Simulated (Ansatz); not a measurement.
Conformers of C₅H₁₀O₃ (`OCC1OCCCO1`), each relaxed with PBE0-D4/def2-TZVP in Ansatz. CBS adds the triple-zeta coupled-cluster correction to the MP2 limit.

Not all of them had a frequency check.

Conformer A:

Cartesian coordinates in Å:
```
O 1.150 2.447 0.811
C 0.929 1.107 1.170
C -0.502 0.701 0.835
O -0.799 -0.614 1.196
C -0.226 -1.602 0.357
C -0.592 -1.342 -1.089
C -0.207 0.081 -1.435
O -0.795 0.987 -0.516
H 0.693 2.585 -0.027
H 1.069 1.017 2.249
H 1.656 0.441 0.686
H -1.187 1.332 1.406
H -0.621 -2.555 0.711
H 0.866 -1.630 0.476
H -1.670 -1.471 -1.223
H -0.078 -2.048 -1.747
H -0.574 0.376 -2.419
H 0.887 0.188 -1.441
```

Conformer B:

```xyz
18

O     1.682    0.484    2.509
C     0.372    0.714    2.046
C     0.331    0.394    0.573
O    -0.842    0.951    0.052
C    -0.949    0.711   -1.337
C    -0.883   -0.776   -1.630
C     0.353   -1.345   -0.959
O     0.370   -0.991    0.409
H     1.660    0.411    3.465
H    -0.364    0.076    2.548
H     0.074    1.762    2.170
H     1.206    0.841    0.064
H    -0.133    1.235   -1.861
H    -1.895    1.150   -1.658
H    -0.850   -0.951   -2.710
H    -1.773   -1.268   -1.230
H     0.378   -2.435   -1.001
H     1.262   -0.963   -1.449
```

Which is lowest in electronic energy at CCSD(T)/CBS (frozen core, def2 sets), and by how much? (Estimate.)

The calculation gave: B; A lies 6.3 kJ/mol higher.

Give the energies relative to B (kJ/mol) with r2SCAN-D4/def2-TZVPP, PBE0-D4/def2-TZVPP, B3LYP-D4/def2-TZVPP, PBE/def2-TZVPP, SCS-MP2/def2-TZVPP, HF/CBS(def2), MP2/CBS(def2). (Estimate.)

Computed: 
| level | A |
| --- | --- |
| r2SCAN-D4/def2-TZVPP | 5.5 |
| PBE0-D4/def2-TZVPP | 5.3 |
| B3LYP-D4/def2-TZVPP | 5.0 |
| PBE/def2-TZVPP | 6.5 |
| SCS-MP2/def2-TZVPP | 6.8 |
| HF/CBS(def2) | 13.9 |
| MP2/CBS(def2) | 7.0 |

B3LYP here is the variant with VWN-RPA as its local correlation; programs differ in this.
